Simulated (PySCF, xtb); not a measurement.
SiBrCl2, SMILES Cl[Si](Cl)Br, multiplicity 2.

Harmonic wavenumbers (cm⁻¹) from GFN2-xTB run with xtb at its own minimum, in rising order: 111, 120, 185, 362, 477, 507.

**Question.** What does PBE-D3(BJ)/def2-SVP (PySCF) give at its own minimum? (The exact figures need the calculation; the answer reports its results.)

**Answer.** 126, 137, 202, 387, 522, 566. Paired by order, the mean absolute difference is 29 cm⁻¹ and the zero-point energies are 2.5 and 2.8 kcal/mol.
